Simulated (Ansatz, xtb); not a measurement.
## Relative energy of two isomers of C6H5NO

We compare X, `C#CC#CCC(N)=O`, a singlet, with Y, `[H]/N=C(/O)CC#CC#C`, a singlet. Both are isolated molecules in the gas phase, relaxed with PBE-D3(BJ)/def2-SVP; the shapes shown needn't be the lowest conformers.

X (Å):

```xyz
13

C    -0.5132    3.6868    0.5184
C    -0.7089    2.4720    0.5607
C    -0.9223    1.1222    0.6101
C    -1.1211   -0.0961    0.6512
C    -1.3038   -1.5318    0.7293
C    -0.2041   -2.3517    1.4655
N     0.8286   -1.6209    1.9641
O    -0.3086   -3.5662    1.5615
H    -0.3457    4.7539    0.4787
H    -1.3832   -1.9768   -0.2864
H    -2.2595   -1.7824    1.2389
H     0.8644   -0.6068    1.8548
H     1.5768   -2.1085    2.4563
```

Y (Å):

```yaml
atoms:
  - { symbol: C, position_ang: [-3.4873, 2.4964, 0.3879] }
  - { symbol: C, position_ang: [-2.5720, 1.6736, 0.3835] }
  - { symbol: C, position_ang: [-1.5547, 0.7591, 0.3807] }
  - { symbol: C, position_ang: [-0.6378, -0.0647, 0.3721] }
  - { symbol: C, position_ang: [0.4410, -1.0353, 0.3824] }
  - { symbol: C, position_ang: [0.8510, -1.4990, 1.7797] }
  - { symbol: N, position_ang: [0.3850, -1.1569, 2.9153] }
  - { symbol: O, position_ang: [1.8580, -2.3993, 1.6819] }
  - { symbol: H, position_ang: [-4.2912, 3.2189, 0.3915] }
  - { symbol: H, position_ang: [1.3463, -0.6246, -0.1192] }
  - { symbol: H, position_ang: [0.1659, -1.9377, -0.2093] }
  - { symbol: H, position_ang: [-0.3724, -0.4658, 2.8074] }
  - { symbol: H, position_ang: [2.0643, -2.6484, 2.6089] }
```

Problem. Estimate which is lower in electronic energy at CCSD(T)/def2-SVP + ΔMP2/def2-TZVPP, and by roughly how much.

Solution. The CCSD(T)/def2-SVP + ΔMP2/def2-TZVPP calculation puts structure X lower, by 45.3 kJ/mol.

Level by level:

| level | geometry | E(Y) − E(X) (kJ/mol) | departure from the last row (kJ/mol) | job, with rough time for the two |
| --- | --- | --- | --- | --- |
| GFN2-xTB | GFN2-xTB | +42.8 | −2.5 | optimisation, 0.3 s |
| HF/STO-3G | GFN2-xTB | +25.1 | −20.2 | single point, 0.54 s |
| r2SCAN-D4/def2-SVP | GFN2-xTB | +65.0 | +19.7 | single point, 6.1 s |
| PBE-D3(BJ)/def2-SVP | PBE-D3(BJ)/def2-SVP | +65.5 | +20.2 | optimisation, 71 s |
| HF/def2-SVP | PBE-D3(BJ)/def2-SVP | +58.8 | +13.5 | part of the CCSD(T) run |
| MP2/def2-SVP | PBE-D3(BJ)/def2-SVP | +55.9 | +10.6 | part of the CCSD(T) run |
| CCSD(T)/def2-SVP | PBE-D3(BJ)/def2-SVP | +50.6 | +5.3 | single point |
| CCSD(T)/def2-SVP + ΔMP2/def2-TZVPP | PBE-D3(BJ)/def2-SVP | +45.3 |  | single point, 2.9 min |

As drawn, Y has 1 C=N, 1 C–O, 1 O–H in place of 1 C–N, 1 C=O, 1 N–H.

None of the levels shown reverses the order. The largest departure from CCSD(T)/def2-SVP + ΔMP2/def2-TZVPP is that of HF/STO-3G, 20.2 kJ/mol. A small imaginary or near-zero mode remains, so no thermal terms are given. The last row adds to CCSD(T) the change of the MP2 difference between the two basis sets, here −5.3 kJ/mol.

The correlated steps freeze 8 core orbitals. Run with Ansatz 0.2.0, xtb 6.7.1; the last row on 2 threads of Arm Neoverse V1 on a shared host.
